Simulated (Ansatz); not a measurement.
`CC([SiH3])=C=N` and `N=C=C[SiH3]` differ in one atom or group.

Ansatz, PBE0-D4/def2-TZVP geometries, multiplicity 1. Each molecule was computed in one conformer, which needn't be the lowest.

| property | `CC([SiH3])=C=N` |
| --- | --- |
| LUMO energy (ωB97M-V/def2-TZVPP) / eV | 1.74 |
| HOMO–LUMO gap (PBE0/def2-TZVPP) / eV | 6.48 |
| HOMO–LUMO gap (PBE/def2-TZVPP) / eV | 4.31 |
| HOMO–LUMO gap (ωB97M-V/def2-TZVPP) / eV | 10.59 |
| LUMO energy (PBE/def2-TZVPP) / eV | -1.25 |
| size of the dipole moment (ωB97M-V/def2-TZVPP) / D | 1.58 |

(1) What does the change do to each property? (Best estimate.)

## Answers

(1) The calculation gave: 
| property | `N=C=C[SiH3]` | shift |
| --- | --- | --- |
| LUMO energy (ωB97M-V/def2-TZVPP) / eV | 1.93 | 0.19 |
| HOMO–LUMO gap (PBE0/def2-TZVPP) / eV | 6.88 | 0.40 |
| HOMO–LUMO gap (PBE/def2-TZVPP) / eV | 4.65 | 0.34 |
| HOMO–LUMO gap (ωB97M-V/def2-TZVPP) / eV | 11.16 | 0.57 |
| LUMO energy (PBE/def2-TZVPP) / eV | -1.25 | 0.00 |
| size of the dipole moment (ωB97M-V/def2-TZVPP) / D | 1.49 | -0.09 |

The zero-point energy changes by -74.9 kJ/mol with -9 modes. Dipoles are sizes alone; their direction can turn.
